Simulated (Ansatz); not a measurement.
Born–Oppenheimer molecular dynamics of H₆InNO₃ (11 atoms, charge 0, multiplicity 1). It starts at the highest image of a converged band. Of that band: Beside the main top the profile has a ripple of under 15 meV (maxima at images 4, 6), which may be a very shallow well or noise. A vibrational analysis at the climbing image gives one clearly imaginary mode, 707i cm⁻¹: a first-order saddle point.

Theory: Ansatz, RKS PBE-D4/def2-SVP.

```json
{
  "ensemble": "NVE (velocity Verlet)",
  "time step": "0.5 fs",
  "steps asked": "200",
  "starting velocities drawn for": "100 K",
  "seed": "7499"
}
```

First frame:

```xyz
11
Properties=species:S:1:pos:R:3
In 0.075 0.236 0.047
O -0.184 0.186 2.270
H -1.097 -0.029 2.544
O 1.844 -0.645 -0.421
H 1.913 -0.675 -1.395
O -1.742 -0.050 -0.826
H -1.817 -0.983 -1.105
N 0.106 2.226 0.959
H 0.991 2.749 0.951
H -0.645 2.863 0.664
H -0.123 1.342 1.974
```

(1) How far do the bonds stretch over the last three quarters of this one trajectory? (Pairs bonded in most of those frames.)

Results:

(1) 
```json
{"bond": "In1–O2", "mean (Å)": "2.411", "spread (Å)": "0.045", "shortest": "2.29", "longest": "2.46"}
{"bond": "In1–O4", "mean (Å)": "2.038", "spread (Å)": "0.023", "shortest": "2.00", "longest": "2.07"}
{"bond": "In1–O6", "mean (Å)": "2.038", "spread (Å)": "0.011", "shortest": "2.02", "longest": "2.06"}
{"bond": "In1–N8", "mean (Å)": "2.117", "spread (Å)": "0.028", "shortest": "2.07", "longest": "2.15"}
{"bond": "O2–H3", "mean (Å)": "0.977", "spread (Å)": "0.004", "shortest": "0.97", "longest": "0.98"}
{"bond": "O2–H11", "mean (Å)": "1.026", "spread (Å)": "0.021", "shortest": "0.99", "longest": "1.08"}
{"bond": "O4–H5", "mean (Å)": "0.979", "spread (Å)": "0.019", "shortest": "0.95", "longest": "1.01"}
{"bond": "O6–H7", "mean (Å)": "0.977", "spread (Å)": "0.001", "shortest": "0.98", "longest": "0.98"}
{"bond": "N8–H9", "mean (Å)": "1.029", "spread (Å)": "0.005", "shortest": "1.02", "longest": "1.04"}
{"bond": "N8–H10", "mean (Å)": "1.030", "spread (Å)": "0.004", "shortest": "1.02", "longest": "1.04"}
```

Mean temperature of the second half: 80 K. The conserved energy stayed within 0.06 meV per atom of its start (net change 0.029 meV per atom), so the integration is sound. A run of 0.1 ps of so small a system gives no equilibrium averages. The orbitals stay closed-shell, which can raise the energy where a bond breaks towards radicals; this wasn't checked here.

Time of the run: 3.3 min on 4 threads of Arm Neoverse V2, with other jobs on the host, peak memory 0.15 GiB.
